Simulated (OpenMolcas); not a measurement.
Ir3+: moving or changing the point charges

Ir3+ among 5 point charges of -2 e arranged as a trigonal bipyramid (D3h), 2.26 Å from the ion, with the axial distance 2.599 Å.

```yaml
Program: OpenMolcas
Method: CASSCF
Basis: ANO-RCC-VDZP [7s6p4d2f]
Scalar_Hamiltonian: DKH2, point nucleus
Active_space: 6 electrons in 5 orbitals (5d)
State_averaging: 2S+1 = 5 even, 5 roots; 2S+1 = 3 even, 45 roots; 2S+1 = 1 even, 50 roots
Spin-orbit_coupling: state interaction with AMFI integrals over the reference wave functions
```

Runs around this geometry, states (labels of D3, the rotations of D3h). Energies in cm-1 above the lowest state or level, χT in cm3 K/mol.

```
R (Å)  q (e)  Axial / equatorial distance  Ground state  First state of that spin  First gap with spin-orbit (degeneracies)  χT at 300 K  First state of another spin
 2.26     -2                         1.06            5E                   5E 1096                               59.3 (2, 1)        5.027                    3A2 14011
 2.26   -1.3                         1.15            5E                   5E 1918                               88.7 (2, 1)        5.045                    3A2 16568
 2.16     -2                         1.15            5E                   5E 3098                              102.8 (2, 1)        4.720                    3A2 14674
 2.26     -2                         1.15            5E                   5E 2682                              106.8 (2, 1)        4.844                    3A2 15495
 2.47     -2                         1.15            5E                   5E 1984                              106.8 (2, 1)        5.043                    3A2 16611
```

Taking the first state of the same spin as R^-n, n = -ln(1984 / 3098) / ln(2.47 / 2.16) = 3.3 between the shortest and longest distance.

Scaling the charges by -1.3 / -2 = 0.65 scales the first state of the same spin by 1918 / 2682 = 0.72; with fixed orbitals a first-order splitting would follow the charge.

An orbital doublet at a regular site is open to a Jahn-Teller distortion, which this geometry leaves out. Without dynamic correlation the repulsion within the d shell is too large (B by tens of per cent), so at a given field states of lower spin stand too high. Point charges give a weaker field than real ligands, and real ions of this kind are as a rule low spin; the high spin found here belongs to the model. Spin-orbit coupling mixes the spin-free states strongly: the lowest level takes only 61 % from its leading state, 5E (figures for R = 2.26, q = -1.3, ratio = 1.15; the like holds for R = 2.16, q = -2, ratio = 1.15, R = 2.26, q = -2, ratio = 1.15, R = 2.47, q = -2, ratio = 1.15). This shell can be high or low spin here, a state of another spin lies low, and with metal d orbitals alone active their balance is uncertain, so the ground spin may be wrong (holds for R = 2.26, q = -2, ratio = 1.06; R = 2.16, q = -2, ratio = 1.15). The ground term spreads over less than 5000 cm-1, several times less than with real ligands, so orbital moments are less quenched and χT lies further from the spin-only value than at real sites (holds for R = 2.26, q = -1.3, ratio = 1.15; R = 2.26, q = -2, ratio = 1.15; R = 2.47, q = -2, ratio = 1.15). Point charges carry no covalency, so the field is a model and not that of real ligands. No measured value stands beside these numbers.
